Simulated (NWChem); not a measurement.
The numbers come from NWChem runs, not from measurements. System: silylarsine (H₅AsSi), charge 0, spin multiplicity 1, at a geometry optimised with B3LYP/def2-SVP. Level: TD-B3LYP/def2-SVP, VWN1-RPA local correlation.

Job file:

```
start mol
memory heap 200 mb stack 900 mb global 1100 mb
geometry units angstroms nocenter noautoz
  Si     1.556855    -0.299919     0.000000
  As    -0.782921     0.210597     0.000000
  H      2.168628     0.316779     1.213199
  H      2.168628     0.316779    -1.213199
  H      1.847283    -1.763346     0.000000
  H     -1.072057    -0.810519     1.103552
  H     -1.072057    -0.810519    -1.103552
  symmetry group Cs
end
basis spherical
  * library def2-svp
end
dft
  xc b3lyp
  semidirect memsize 60000000 filesize 0
  iterations 100
end
tddft
  rpa
  nroots 5
  notriplet
  thresh 1e-4
end
task tddft energy
```

NWChem printed:

```
             Northwest Computational Chemistry Package (NWChem) 7.3.0
             --------------------------------------------------------

                                NWChem Input Module
                                -------------------

 Scaling coordinates for geometry "geometry" by  1.889725989
 (inverse scale =  0.529177249)

 Turning off AUTOSYM since
 SYMMETRY directive was detected!

                             Geometry "geometry" -> ""
                             -------------------------

 Output coordinates in angstroms (scale by  1.889725989 to convert to a.u.)

  No.       Tag          Charge          X              Y              Z
 ---- ---------------- ---------- -------------- -------------- --------------
    1 Si                  14.0000     1.55685500    -0.29991900     0.00000000
    2 As                  33.0000    -0.78292100     0.21059700     0.00000000
    3 H                    1.0000     2.16862800     0.31677900     1.21319900
    4 H                    1.0000     2.16862800     0.31677900    -1.21319900
    5 H                    1.0000     1.84728300    -1.76334600     0.00000000
    6 H                    1.0000    -1.07205700    -0.81051900     1.10355200
    7 H                    1.0000    -1.07205700    -0.81051900    -1.10355200

 Effective nuclear repulsion energy (a.u.)     162.9400874587

            Nuclear Dipole moment (a.u.)
            ----------------------------
        X                 Y               Z
 ---------------- ---------------- ----------------
     0.0000037795     0.0000170075     0.0000000000

      Symmetry information
      --------------------

 Group name             Cs
 Group number              2
 Group order               2
 No. of unique centers     5

      Symmetry unique atoms

     1    2    3    5    6


 Summary of "ao basis" -> "" (spherical)
 ------------------------------------------------------------------------------
       Tag                 Description            Shells   Functions and Types
 ---------------- ------------------------------  ------  ---------------------
 *                          def2-svp                  on all atoms

                                 NWChem DFT Module
                                 -----------------

 Summary of "ao basis" -> "ao basis" (spherical)
 ------------------------------------------------------------------------------
       Tag                 Description            Shells   Functions and Types
 ---------------- ------------------------------  ------  ---------------------
 Si                         def2-svp                 8       18   4s3p1d
 As                         def2-svp                12       32   5s4p3d
 H                          def2-svp                 3        5   2s1p

 Summary of "ao basis" -> "ao basis" (spherical)
 ------------------------------------------------------------------------------
       Tag                 Description            Shells   Functions and Types
 ---------------- ------------------------------  ------  ---------------------
 Si                         def2-svp                 8       18   4s3p1d
 As                         def2-svp                12       32   5s4p3d
 H                          def2-svp                 3        5   2s1p

      Symmetry analysis of basis
      --------------------------

        a'         49
        a"         26

            General Information
            -------------------
          SCF calculation type: DFT
          Wavefunction type:  closed shell.
          No. of atoms     :     7
          No. of electrons :    52
           Alpha electrons :    26
            Beta electrons :    26
          Charge           :     0
          Spin multiplicity:     1
          Use of symmetry is: off; symmetry adaption is: on
          Maximum number of iterations: 100
          AO basis - number of functions:    75
                     number of shells:    35
          Convergence on energy requested:  1.00D-06
          Convergence on density requested:  1.00D-05
          Convergence on gradient requested:  5.00D-04

              XC Information
              --------------
                         B3LYP Method XC Potential
                     Hartree-Fock (Exact) Exchange  0.200
                        Slater Exchange Functional  0.800 local
                    Becke 1988 Exchange Functional  0.720 non-local
              Lee-Yang-Parr Correlation Functional  0.810
                  VWN I RPA Correlation Functional  0.190 local

             Grid Information
             ----------------
          Grid used for XC integration:  medium
          Radial quadrature: Mura-Knowles
          Angular quadrature: Lebedev.
          Tag              B.-S. Rad. Rad. Pts. Rad. Cut. Ang. Pts.
          ---              ---------- --------- --------- ---------
          Si                  1.10       88           9.0       590
          As                  1.15      112          10.0       590
          H                   0.35       45          11.0       434
          Grid pruning is: on
          Number of quadrature shells:   425
          Spatial weights used:  Erf1

          Convergence Information
          -----------------------
          Convergence aids based upon iterative change in
          total energy or number of iterations.
          Levelshifting, if invoked, occurs when the
          HOMO/LUMO gap drops below (HL_TOL):  1.00D-02
          DIIS, if invoked, will attempt to extrapolate
          using up to (NFOCK): 10 stored Fock matrices.

                    Damping( 0%)  Levelshifting(0.5)       DIIS
[...]
     1   0 1 0     -0.152581     -0.076299     -0.076299      0.000017
     1   0 0 1      0.000000      0.000000      0.000000      0.000000

     2   2 0 0    -26.600009   -136.998068   -136.998068    247.396126
     2   1 1 0      0.662229     21.978361     21.978361    -43.294494
     2   1 0 1      0.000000      0.000000      0.000000      0.000000
     2   0 2 0    -26.710040    -26.473101    -26.473101     26.236163
     2   0 1 1      0.000000      0.000000      0.000000      0.000000
     2   0 0 2    -25.523195    -22.366614    -22.366614     19.210032

                                NWChem TDDFT Module
                                -------------------

            General Information
            -------------------
           No. of orbitals :     150
            Alpha orbitals :      75
             Beta orbitals :      75
        Alpha frozen cores :       0
         Beta frozen cores :       0
     Alpha frozen virtuals :       0
      Beta frozen virtuals :       0
         Spin multiplicity :       1
    Number of AO functions :      75
        Use of symmetry is : off
      Symmetry adaption is : on
         Schwarz screening :  0.10D-07

              XC Information
              --------------
                  B3LYP Method XC Potential
              Hartree-Fock (Exact) Exchange   0.20
                 Slater Exchange Functional   0.80 local
             Becke 1988 Exchange Functional   0.72 non-local
       Lee-Yang-Parr Correlation Functional   0.81
           VWN I RPA Correlation Functional   0.19 local

             TDDFT Information
             -----------------
          Calculation type : TDDFT
         Wavefunction type : Restricted singlets
          No. of electrons :      52
           Alpha electrons :      26
            Beta electrons :      26
              No. of roots :       5
          Max subspacesize :    5000
            Max iterations :     100
               Target root :       1
           Target symmetry : none
      Symmetry restriction : off
                 Algorithm : Optimal
        Davidson threshold :  0.10D-03

            Memory Information
            ------------------
          Available GA space size is         144173575 doubles
          Available MA space size is          50654428 doubles
          Length of a trial vector is         1274
          Algorithm : Incore multiple tensor contraction
          Estimated peak GA usage is          25740240 doubles
          Estimated peak MA usage is             18000 doubles

    5 smallest eigenvalue differences (eV)
--------------------------------------------------------
  No. Spin  Occ  Vir  Irrep   E(Occ)    E(Vir)   E(Diff)
--------------------------------------------------------
    1    1   26   27 a'       -0.268     0.007     7.477
    2    1   26   28 a"       -0.268     0.014     7.652
    3    1   26   29 a'       -0.268     0.024     7.936
    4    1   26   30 a"       -0.268     0.048     8.598
    5    1   26   31 a'       -0.268     0.054     8.758
--------------------------------------------------------

  Entering Davidson iterations
  Restricted singlet excited states

  Iter   NTrls   NConv    DeltaV     DeltaE      Time
  ----  ------  ------  ---------  ---------  ---------
    1      5       0     0.19E+00   0.10+100        5.6
    2     15       0     0.52E-01   0.27E-01        8.1
    3     25       0     0.16E-01   0.15E-02        8.2
    4     35       0     0.65E-02   0.13E-03        8.1
    5     45       0     0.25E-02   0.17E-04        8.1
    6     55       0     0.10E-02   0.23E-05        8.0
    7     65       2     0.40E-03   0.34E-06        8.0
    8     71       3     0.11E-03   0.31E-07        6.1
    9     75       5     0.78E-04   0.25E-08        5.1
  ----  ------  ------  ---------  ---------  ---------
  Convergence criterion met

  Ground state a'      -2528.063669555210 a.u.

  ----------------------------------------------------------------------------
  Root   1 singlet a"             0.243778248 a.u.                6.6335 eV
  ----------------------------------------------------------------------------
     Transition Moments    X -0.00000   Y -0.00000   Z -0.32354
     Transition Moments   XX -0.00000  XY  0.00000  XZ  1.58106
     Transition Moments   YY -0.00000  YZ -0.34679  ZZ  0.00000
     Dipole Oscillator Strength                    0.0170124935
     Electric Quadrupole                           0.0000002021
     Magnetic Dipole                               0.0000009346
     Total Oscillator Strength                     0.0170136303

          sigma_e =   1.9595 Angstrom
          sigma_h =   1.7979 Angstrom
         |d_h->e| =   0.2584 Angstrom
            d_exc =   2.6733 Angstrom
            d_CD1 =   0.4200 Angstrom
            d_CD2 =  -1.6203 Angstrom
            d_CD3 =   2.9317 Angstrom
     Pearson C.C. =  -0.0011

     Occ.   25  a'  ---  Virt.   28  a"  -0.16356 X
     Occ.   26  a'  ---  Virt.   28  a"   0.97910 X
     Occ.   26  a'  ---  Virt.   30  a"   0.08118 X
  ----------------------------------------------------------------------------
  Root   2 singlet a'             0.255784079 a.u.                6.9602 eV
  ----------------------------------------------------------------------------
     Transition Moments    X -0.47064   Y  0.41341   Z  0.00000
     Transition Moments   XX -0.90505  XY -1.15039  XZ -0.00000
     Transition Moments   YY  0.83698  YZ -0.00000  ZZ -0.67457
     Dipole Oscillator Strength                    0.0669149805
     Electric Quadrupole                           0.0000001977
     Magnetic Dipole                               0.0000006557
     Total Oscillator Strength                     0.0669158339

          sigma_e =   2.3187 Angstrom
          sigma_h =   1.7282 Angstrom
         |d_h->e| =   0.9328 Angstrom
            d_exc =   3.0571 Angstrom
            d_CD1 =   1.5233 Angstrom
            d_CD2 =  -1.0906 Angstrom
            d_CD3 =   3.9899 Angstrom
     Pearson C.C. =  -0.0141

     Occ.   22  a"  ---  Virt.   28  a"   0.05075 X
     Occ.   25  a'  ---  Virt.   27  a'   0.14321 X
     Occ.   26  a'  ---  Virt.   27  a'   0.25926 X
     Occ.   26  a'  ---  Virt.   29  a'   0.94995 X
  ----------------------------------------------------------------------------
  Root   3 singlet a'             0.258182437 a.u.                7.0255 eV
  ----------------------------------------------------------------------------
     Transition Moments    X -1.04074   Y  0.18856   Z -0.00000
     Transition Moments   XX  0.33259  XY  0.52273  XZ -0.00000
     Transition Moments   YY -1.11896  YZ  0.00000  ZZ  0.36157
     Dipole Oscillator Strength                    0.1925498862
     Electric Quadrupole                           0.0000000907
     Magnetic Dipole                               0.0000005180
     Total Oscillator Strength                     0.1925504949

          sigma_e =   2.2285 Angstrom
          sigma_h =   1.7584 Angstrom
         |d_h->e| =   0.7116 Angstrom
            d_exc =   2.8985 Angstrom
            d_CD1 =   1.1817 Angstrom
            d_CD2 =  -1.2818 Angstrom
            d_CD3 =   3.6101 Angstrom
     Pearson C.C. =   0.0209

     Occ.   22  a"  ---  Virt.   28  a"  -0.05940 X
     Occ.   22  a"  ---  Virt.   30  a"  -0.05654 X
     Occ.   24  a"  ---  Virt.   28  a"   0.06098 X
     Occ.   25  a'  ---  Virt.   27  a'   0.31169 X
     Occ.   25  a'  ---  Virt.   29  a'   0.12349 X
     Occ.   25  a'  ---  Virt.   31  a'  -0.13554 X
     Occ.   26  a'  ---  Virt.   27  a'   0.87403 X
     Occ.   26  a'  ---  Virt.   27  a'  -0.05344 Y
     Occ.   26  a'  ---  Virt.   29  a'  -0.29171 X
     Occ.   26  a'  ---  Virt.   31  a'  -0.05417 X
  ----------------------------------------------------------------------------
  Root   4 singlet a"             0.278767351 a.u.                7.5856 eV
  ----------------------------------------------------------------------------
     Transition Moments    X -0.00000   Y -0.00000   Z  0.17102
     Transition Moments   XX -0.00000  XY  0.00000  XZ -0.32467
     Transition Moments   YY -0.00000  YZ  0.59892  ZZ  0.00000
     Dipole Oscillator Strength                    0.0054358770
     Electric Quadrupole                           0.0000000535
     Magnetic Dipole                               0.0000019566
     Total Oscillator Strength                     0.0054378871

          sigma_e =   2.1481 Angstrom
          sigma_h =   1.8124 Angstrom
         |d_h->e| =   1.4473 Angstrom
            d_exc =   3.2237 Angstrom
            d_CD1 =   1.7829 Angstrom
            d_CD2 =  -0.5330 Angstrom
            d_CD3 =   4.6710 Angstrom
     Pearson C.C. =  -0.0512

     Occ.   24  a"  ---  Virt.   27  a'  -0.05104 X
     Occ.   25  a'  ---  Virt.   28  a"   0.29479 X
     Occ.   26  a'  ---  Virt.   30  a"   0.95015 X
  ----------------------------------------------------------------------------
  Root   5 singlet a'             0.286433994 a.u.                7.7943 eV
  ----------------------------------------------------------------------------
     Transition Moments    X -0.16936   Y -0.29933   Z  0.00000
     Transition Moments   XX -0.36198  XY -0.14990  XZ  0.00000
     Transition Moments   YY  0.15472  YZ -0.00000  ZZ -0.28149
     Dipole Oscillator Strength                    0.0225868666
     Electric Quadrupole                           0.0000000125
     Magnetic Dipole                               0.0000007739
     Total Oscillator Strength                     0.0225876530

          sigma_e =   2.1404 Angstrom
          sigma_h =   1.7967 Angstrom
         |d_h->e| =   1.5666 Angstrom
            d_exc =   3.2375 Angstrom
            d_CD1 =   1.9104 Angstrom
            d_CD2 =  -0.4019 Angstrom
            d_CD3 =   4.8042 Angstrom
     Pearson C.C. =  -0.0283

     Occ.   23  a'  ---  Virt.   29  a'  -0.07866 X
     Occ.   24  a"  ---  Virt.   28  a"   0.05739 X
     Occ.   25  a'  ---  Virt.   27  a'  -0.26584 X
     Occ.   26  a'  ---  Virt.   31  a'  -0.95307 X

              Target root =      1
          Target symmetry = none
      Ground state energy =  -2528.063669555210
        Excitation energy =      0.243778248310
     Excited state energy =  -2527.819891306900

  stored tddft:energy   -2527.8198913069004

 Task  times  cpu:       68.7s     wall:       68.7s

 Total times  cpu:       68.7s     wall:       68.7s
```
